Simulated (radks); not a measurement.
Os9+, configuration [Kr] 4d10 4f14 5s2 5p5 (the NIST ground configuration). Method: scalar-relativistic Kohn-Sham, RPBE, spin-polarised, spherical densities, finite nucleus; open shells are filled with parallel spins first (spin-orbit coupling, left out, can overturn this in heavy ions); Fermi nuclear charge, rms radius 5.4126 fm; computed with a radial shooting solver on a logarithmic mesh with Libxc functionals.

Unscreened Slater integrals over Kohn-Sham orbitals (cm^-1). They are taken over the spin-up orbitals. Empty in this configuration: 5d.

F0(5p,5p): 182470
F2(5p,5p): 99667
F0(5p,4f): 221470
F2(5p,4f): 72784
G2(5p,4f): 29457
G4(5p,4f): 24785
F0(5p,5s): 191950
G1(5p,5s): 129980
F0(5p,5d): 164460
F2(5p,5d): 86282
G1(5p,5d): 105780
G3(5p,5d): 66874
F0(4f,4f): 368200
F2(4f,4f): 181310
F4(4f,4f): 115080
F6(4f,4f): 83180
F0(4f,5s): 242260
G3(4f,5s): 35927
F0(4f,5d): 189870
F2(4f,5d): 52521
F4(4f,5d): 26118
G1(4f,5d): 18823
G3(4f,5d): 17948
G5(4f,5d): 14438
F0(5s,5s): 203780
F0(5s,5d): 170670
G2(5s,5d): 73489
F0(5d,5d): 151750
F2(5d,5d): 81939
F4(5d,5d): 55881

Derived for the open shells (J is the average intra-shell exchange parameter used in DFT+U). 5p: J = F2/5 = 19930 cm^-1.
